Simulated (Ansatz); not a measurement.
Cs4⁺. Total charge 1; quartet. Geometry PBE/def2-TZVP; atoms count from 1.

```
atom   x (Å)   y (Å)   z (Å)
 Cs1   4.527  -0.536  -0.024
 Cs2  -0.048  -0.542   3.119
 Cs3   0.049   0.547  -3.117
 Cs4  -4.528   0.531   0.022
```

In the def2 sets Cs takes a core potential; there is no spin–orbit coupling. At PBE0/def2-TZVP a doublet of charge 1 lies 0.56 eV below the quartet, each at its own geometry. The structure comes from a short search, and lower isomers may exist.

(1) Estimate the Mulliken populations from the PBE0/def2-TZVP orbitals of Ansatz.

(2) Where does the spin sit?

Results:

(1) 
```csv
atom,charge (e),spin (α − β)
Cs1,-0.01,1.01
Cs2,0.51,0.49
Cs3,0.51,0.49
Cs4,-0.01,1.01
```
Mulliken values depend strongly on the basis.

(2) Summed by element: Cs 3.00, of 3 unpaired in all. Largest on single atoms: Cs1 1.01, Cs4 1.01, Cs2 0.49.
